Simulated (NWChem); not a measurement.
The numbers come from NWChem runs, not from measurements. System: As₄, charge 1, spin multiplicity 2, at the geometry of a parent with another charge or spin, in a state set for the comparison that need not be this species' ground state. Its SCF solution wasn't tested for a lower state. Level: UHF/def2-TZVP.

The NWChem input:

```
start mol
memory heap 200 mb stack 900 mb global 1100 mb
charge 1
geometry units angstroms nocenter noautoz
  As     1.216749     0.000000     0.860361
  As    -1.216749     0.000000     0.860361
  As     0.000000    -1.216712    -0.860361
  As     0.000000     1.216712    -0.860361
  symmetry group C2v
end
basis spherical
  * library def2-tzvp
end
scf
  uhf
  nopen 1
  maxiter 100
  thresh 1e-7
  semidirect memsize 60000000 filesize 0
  # guess.movecs holds the orbitals of an unrestricted PBE0 run
  vectors input guess.movecs output mol.movecs
end
task scf energy
```

NWChem printed:

```
             Northwest Computational Chemistry Package (NWChem) 7.3.0
             --------------------------------------------------------

                                NWChem Input Module
                                -------------------

 Scaling coordinates for geometry "geometry" by  1.889725989
 (inverse scale =  0.529177249)

 Turning off AUTOSYM since
 SYMMETRY directive was detected!

                             Geometry "geometry" -> ""
                             -------------------------

 Output coordinates in angstroms (scale by  1.889725989 to convert to a.u.)

  No.       Tag          Charge          X              Y              Z
 ---- ---------------- ---------- -------------- -------------- --------------
    1 As                  33.0000     1.21674900     0.00000000     0.86036100
    2 As                  33.0000    -1.21674900     0.00000000     0.86036100
    3 As                  33.0000     0.00000000    -1.21671200    -0.86036100
    4 As                  33.0000     0.00000000     1.21671200    -0.86036100

 Effective nuclear repulsion energy (a.u.)    1420.8736631736

            Nuclear Dipole moment (a.u.)
            ----------------------------
        X                 Y               Z
 ---------------- ---------------- ----------------
     0.0000000000     0.0000000000     0.0000000000

      Symmetry information
      --------------------

 Group name             C2v
 Group number             16
 Group order               4
 No. of unique centers     2

      Symmetry unique atoms

     1    3


 Summary of "ao basis" -> "" (spherical)
 ------------------------------------------------------------------------------
       Tag                 Description            Shells   Functions and Types
 ---------------- ------------------------------  ------  ---------------------
 *                         def2-tzvp                  on all atoms

 Summary of "ao basis" -> "ao basis" (spherical)
 ------------------------------------------------------------------------------
       Tag                 Description            Shells   Functions and Types
 ---------------- ------------------------------  ------  ---------------------
 As                        def2-tzvp                16       48   6s5p4d1f

                                 NWChem SCF Module
                                 -----------------

  ao basis        = "ao basis"
  functions       =   192
  atoms           =     4
  alpha electrons =    66
  beta  electrons =    65
  charge          =   1.00
  wavefunction    = UHF
  use symmetry    = T
  symmetry adapt  = T

 Summary of "ao basis" -> "ao basis" (spherical)
 ------------------------------------------------------------------------------
       Tag                 Description            Shells   Functions and Types
 ---------------- ------------------------------  ------  ---------------------
 As                        def2-tzvp                16       48   6s5p4d1f

      Symmetry analysis of basis
      --------------------------

        a1         64
        a2         32
        b1         48
        b2         48

 Forming initial guess at       0.1s

   Symmetry analysis of molecular orbitals - initial alpha
   -------------------------------------------------------

  Numbering of irreducible representations:

     1 a1          2 a2          3 b1          4 b2

  Orbital symmetries:

     1 a1          2 b1          3 a1          4 b2          5 a1
     6 b1          7 a1          8 b2          9 b1         10 b2
    11 a1         12 a1         13 b1         14 a1         15 b2
    16 a1         17 a2         18 b2         19 b1         20 a2
    21 a1         22 b1         23 a1         24 b2         25 a1
    26 a1         27 b1         28 b2         29 a1         30 b1
    31 b2         32 a1         33 a2         34 b2         35 b1
    36 a2         37 a1         38 a1         39 a1         40 b1
    41 b2         42 a1         43 a2         44 b1         45 b2
    46 b2         47 b1         48 a2         49 a1         50 a2
    51 b1         52 b2         53 a1         54 b1         55 b2
    56 a2         57 a1         58 a1         59 b1         60 b2
    61 a1         62 a1         63 b1         64 b2         65 a1
    66 a2         67 b1         68 b2         69 a2         70 a1
    71 b1         72 b2         73 a1         74 a1         75 b2
    76 b1

   Symmetry analysis of molecular orbitals - initial beta
   ------------------------------------------------------

  Numbering of irreducible representations:

     1 a1          2 a2          3 b1          4 b2

  Orbital symmetries:

     1 a1          2 b1          3 a1          4 b2          5 a1
     6 b1          7 a1          8 b2          9 b1         10 b2
    11 a1         12 a1         13 a1         14 b1         15 b2
    16 a1         17 a2         18 b2         19 b1         20 a2
    21 a1         22 b1         23 b2         24 a1         25 a1
    26 a1         27 b1         28 b2         29 a1         30 b1
    31 b2         32 a1         33 a2         34 b2         35 b1
    36 a2         37 a1         38 a1         39 a1         40 b1
    41 b2         42 a2         43 a1         44 b1         45 b2
    46 b2         47 b1         48 a2         49 a2         50 a1
    51 a1         52 b2         53 b1         54 b1         55 b2
    56 a2         57 a1         58 b1         59 b2         60 a1
    61 a1         62 b1         63 b2         64 a1         65 a2
    66 a1         67 a2         68 b1         69 b2         70 b1
    71 b2         72 a1         73 a1         74 b1         75 b2
[...]
              MO Center= -8.8D-14,  6.8D-14,  1.5D-04, r^2= 3.9D+00
   Bfn.  Coefficient  Atom+Function         Bfn.  Coefficient  Atom+Function
  ----- ------------  ---------------      ----- ------------  ---------------
    17      0.279805  1 As py                65     -0.279805  2 As py
   112     -0.279726  3 As px               160      0.279726  4 As px
    20      0.217712  1 As py                68     -0.217712  2 As py
   115     -0.217660  3 As px               163      0.217660  4 As px

 Vector   67  Occ=0.000000D+00  E=-1.329306D-01  Symmetry=b1
              MO Center= -1.3D-14,  5.6D-15,  4.1D-01, r^2= 5.3D+00
   Bfn.  Coefficient  Atom+Function         Bfn.  Coefficient  Atom+Function
  ----- ------------  ---------------      ----- ------------  ---------------
    21      0.548164  1 As pz                69     -0.548164  2 As pz
    19     -0.444793  1 As px                67     -0.444793  2 As px
   115      0.391075  3 As px               163      0.391075  4 As px
    18      0.257119  1 As pz                66     -0.257119  2 As pz
    16     -0.207354  1 As px                64     -0.207354  2 As px

 Vector   68  Occ=0.000000D+00  E=-1.328958D-01  Symmetry=b2
              MO Center=  1.1D-14,  1.1D-14, -4.1D-01, r^2= 5.3D+00
   Bfn.  Coefficient  Atom+Function         Bfn.  Coefficient  Atom+Function
  ----- ------------  ---------------      ----- ------------  ---------------
   117      0.548473  3 As pz               165     -0.548473  4 As pz
   116     -0.444341  3 As py               164     -0.444341  4 As py
    20      0.391356  1 As py                68      0.391356  2 As py
   114      0.257208  3 As pz               162     -0.257208  4 As pz
   113     -0.207143  3 As py               161     -0.207143  4 As py

 Vector   69  Occ=0.000000D+00  E=-1.179831D-01  Symmetry=a2
              MO Center=  2.1D-14, -1.2D-14, -1.4D-04, r^2= 5.5D+00
   Bfn.  Coefficient  Atom+Function         Bfn.  Coefficient  Atom+Function
  ----- ------------  ---------------      ----- ------------  ---------------
    20      0.577106  1 As py                68     -0.577106  2 As py
   115      0.577186  3 As px               163     -0.577186  4 As px
    17      0.257133  1 As py                65     -0.257133  2 As py
   112      0.257156  3 As px               160     -0.257156  4 As px
    11     -0.151092  1 As py                59      0.151092  2 As py

                     UHF Final Beta Molecular Orbital Analysis
                     -----------------------------------------

 Vector   63  Occ=1.000000D+00  E=-5.629214D-01  Symmetry=b2
              MO Center= -2.1D-14, -1.0D-13, -1.5D-01, r^2= 4.2D+00
   Bfn.  Coefficient  Atom+Function         Bfn.  Coefficient  Atom+Function
  ----- ------------  ---------------      ----- ------------  ---------------
    17      0.273995  1 As py                65      0.273995  2 As py
   114     -0.226323  3 As pz               162      0.226323  4 As pz
   101      0.193880  3 As s                149     -0.193880  4 As s
    20      0.183243  1 As py                68      0.183243  2 As py
   102      0.176264  3 As s                150     -0.176264  4 As s

 Vector   64  Occ=1.000000D+00  E=-5.443094D-01  Symmetry=a1
              MO Center=  8.8D-14, -1.7D-14, -4.1D-04, r^2= 4.2D+00
   Bfn.  Coefficient  Atom+Function         Bfn.  Coefficient  Atom+Function
  ----- ------------  ---------------      ----- ------------  ---------------
    16      0.258818  1 As px                64     -0.258818  2 As px
   113      0.258957  3 As py               161     -0.258957  4 As py
    19      0.190678  1 As px                67     -0.190678  2 As px
   116      0.190781  3 As py               164     -0.190781  4 As py

 Vector   65  Occ=1.000000D+00  E=-5.255551D-01  Symmetry=a2
              MO Center=  8.7D-16, -5.3D-14,  1.5D-05, r^2= 3.9D+00
   Bfn.  Coefficient  Atom+Function         Bfn.  Coefficient  Atom+Function
  ----- ------------  ---------------      ----- ------------  ---------------
    17      0.282564  1 As py                65     -0.282564  2 As py
   112     -0.282560  3 As px               160      0.282560  4 As px
    20      0.219193  1 As py                68     -0.219193  2 As py
   115     -0.219194  3 As px               163      0.219194  4 As px
    11     -0.150194  1 As py                59      0.150194  2 As py

 Vector   66  Occ=0.000000D+00  E=-2.722219D-01  Symmetry=a1
              MO Center=  8.5D-15, -2.1D-14,  5.5D-04, r^2= 4.2D+00
   Bfn.  Coefficient  Atom+Function         Bfn.  Coefficient  Atom+Function
  ----- ------------  ---------------      ----- ------------  ---------------
    21      0.216861  1 As pz                69      0.216861  2 As pz
   117     -0.216837  3 As pz               165     -0.216837  4 As pz
    18      0.205294  1 As pz                66      0.205294  2 As pz
   114     -0.205243  3 As pz               162     -0.205243  4 As pz

 Vector   67  Occ=0.000000D+00  E=-1.230737D-01  Symmetry=a2
              MO Center= -1.8D-15,  1.7D-14,  3.3D-06, r^2= 5.5D+00
   Bfn.  Coefficient  Atom+Function         Bfn.  Coefficient  Atom+Function
  ----- ------------  ---------------      ----- ------------  ---------------
    20      0.574668  1 As py                68     -0.574668  2 As py
   115      0.574687  3 As px               163     -0.574687  4 As px
    17      0.258381  1 As py                65     -0.258381  2 As py
   112      0.258378  3 As px               160     -0.258378  4 As px
    11     -0.151421  1 As py                59      0.151421  2 As py

 Vector   68  Occ=0.000000D+00  E=-9.676299D-02  Symmetry=b1
              MO Center=  6.1D-12,  5.4D-14, -4.5D-02, r^2= 6.3D+00
   Bfn.  Coefficient  Atom+Function         Bfn.  Coefficient  Atom+Function
  ----- ------------  ---------------      ----- ------------  ---------------
     6      0.933050  1 As s                 54     -0.933050  2 As s
    19     -0.692534  1 As px                67     -0.692534  2 As px
   115     -0.573633  3 As px               163     -0.573633  4 As px
    21     -0.549470  1 As pz                69      0.549470  2 As pz
    18     -0.204833  1 As pz                66      0.204833  2 As pz

 center of mass
 --------------
 x =   0.00000000 y =   0.00000000 z =   0.00000000

 moments of inertia (a.u.)
 ------------------
        1584.339358825001           0.000000000000           0.000000000000
           0.000000000000        1584.387538162642           0.000000000000
           0.000000000000           0.000000000000        1584.358637589234

  Mulliken analysis of the total density
  --------------------------------------

    Atom       Charge   Shell Charges
 -----------   ------   -------------------------------------------------------
    1 As  33    32.75   2.00  2.00  1.17  0.77  1.03  0.94  5.99  5.76  0.34  1.57  0.98  8.95  1.06  0.04  0.12  0.02
    2 As  33    32.75   2.00  2.00  1.17  0.77  1.03  0.94  5.99  5.76  0.34  1.57  0.98  8.95  1.06  0.04  0.12  0.02
    3 As  33    32.75   2.00  2.00  1.17  0.77  1.03  0.94  5.99  5.76  0.34  1.57  0.98  8.95  1.06  0.04  0.12  0.02
    4 As  33    32.75   2.00  2.00  1.17  0.77  1.03  0.94  5.99  5.76  0.34  1.57  0.98  8.95  1.06  0.04  0.12  0.02

  Mulliken analysis of the alpha density
  --------------------------------------

    Atom       Charge   Shell Charges
 -----------   ------   -------------------------------------------------------
    1 As  33    16.50   1.00  1.00  0.59  0.39  0.51  0.47  3.00  2.88  0.17  0.86  0.53  4.47  0.53  0.02  0.06  0.01
    2 As  33    16.50   1.00  1.00  0.59  0.39  0.51  0.47  3.00  2.88  0.17  0.86  0.53  4.47  0.53  0.02  0.06  0.01
    3 As  33    16.50   1.00  1.00  0.59  0.39  0.51  0.47  3.00  2.88  0.17  0.86  0.53  4.47  0.53  0.02  0.06  0.01
    4 As  33    16.50   1.00  1.00  0.59  0.39  0.51  0.47  3.00  2.88  0.17  0.86  0.53  4.47  0.53  0.02  0.06  0.01

   Mulliken analysis of the beta density
   -------------------------------------

    Atom       Charge   Shell Charges
 -----------   ------   -------------------------------------------------------
    1 As  33    16.25   1.00  1.00  0.59  0.39  0.51  0.47  3.00  2.88  0.17  0.71  0.45  4.48  0.53  0.01  0.06  0.01
    2 As  33    16.25   1.00  1.00  0.59  0.39  0.51  0.47  3.00  2.88  0.17  0.71  0.45  4.48  0.53  0.01  0.06  0.01
    3 As  33    16.25   1.00  1.00  0.59  0.39  0.51  0.47  3.00  2.88  0.17  0.71  0.45  4.48  0.53  0.01  0.06  0.01
    4 As  33    16.25   1.00  1.00  0.59  0.39  0.51  0.47  3.00  2.88  0.17  0.71  0.45  4.48  0.53  0.01  0.06  0.01

   Mulliken analysis of the spin density
   -------------------------------------

    Atom       Charge   Shell Charges
 -----------   ------   -------------------------------------------------------
    1 As  33     0.25  -0.00  0.00  0.00 -0.00  0.00  0.00  0.00  0.00  0.00  0.14  0.08 -0.00  0.00  0.01  0.01  0.00
    2 As  33     0.25  -0.00  0.00  0.00 -0.00  0.00  0.00  0.00  0.00  0.00  0.14  0.08 -0.00  0.00  0.01  0.01  0.00
    3 As  33     0.25  -0.00  0.00  0.00 -0.00  0.00  0.00  0.00  0.00  0.00  0.14  0.08 -0.00  0.00  0.01  0.01  0.00
    4 As  33     0.25  -0.00  0.00  0.00 -0.00  0.00  0.00  0.00  0.00  0.00  0.14  0.08 -0.00  0.00  0.01  0.01  0.00

       Multipole analysis of the density wrt the origin
       ------------------------------------------------

     L   x y z        total         alpha         beta         nuclear
     -   - - -        -----         -----         ----         -------
     0   0 0 0      1.000000    -66.000000    -65.000000    132.000000

     1   1 0 0      0.000000      0.000000      0.000000      0.000000
     1   0 1 0     -0.000000     -0.000000      0.000000      0.000000
     1   0 0 1      0.000074     -0.000788      0.000862      0.000000

     2   2 0 0    -45.741269   -198.664254   -196.011267    348.934252
     2   1 1 0      0.000000      0.000000      0.000000      0.000000
     2   1 0 1      0.000000     -0.000000      0.000000      0.000000
     2   0 2 0    -45.744797   -198.652242   -196.005586    348.913031
     2   0 1 1     -0.000000     -0.000000      0.000000      0.000000
     2   0 0 2    -43.367093   -199.972373   -192.320481    348.925761

 Task  times  cpu:       70.7s     wall:       70.7s

 Total times  cpu:       70.8s     wall:       70.8s
```
